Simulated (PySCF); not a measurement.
Atoms are numbered as in `[CH3:1][CH2:2]/[N:3]=[CH:4]\[C:5]([F:6])([F:7])[F:8]` (H(Xn): hydrogen on atom n).

Geometry: GFN2-xTB; GIAO absolute shieldings from PySCF 2.14, gas phase, non-relativistic, averaged over equivalent atoms.

At LC-wPBE/6-311G** (180 basis functions, 43 s wall time on 1 thread of an Intel Xeon Platinum 8488C, shared host):
```tsv
atoms	σ (ppm)
C4	39.9
C5	69.7
C2	143.8
C1	177.0
N3	-146.4
F6/F7/F8	260.5
H(C4)	24.54
H(C2)	28.22
H(C1)	30.74
```

Estimate the result of repeating the calculation with B97-2/6-311+G(2d,p).

Answers


```csv
atoms,"σ at B97-2/6-311+G(2d,p)",change
C4,40.6,+0.7
C5,66.0,-3.7
C2,135.7,-8.1
C1,170.3,-6.7
N3,-135.5,+10.9
F6/F7/F8,249.0,-11.5
H(C4),24.20,-0.34
H(C2),28.01,-0.21
H(C1),30.73,-0.01
```

The largest change is at F6/F7/F8 (fluorine of a CF3 group). Cost: 252 basis functions, 39 s wall time on 1 thread of an Intel Xeon Platinum 8488C, shared host. The order of the carbon signals is the same at both levels.
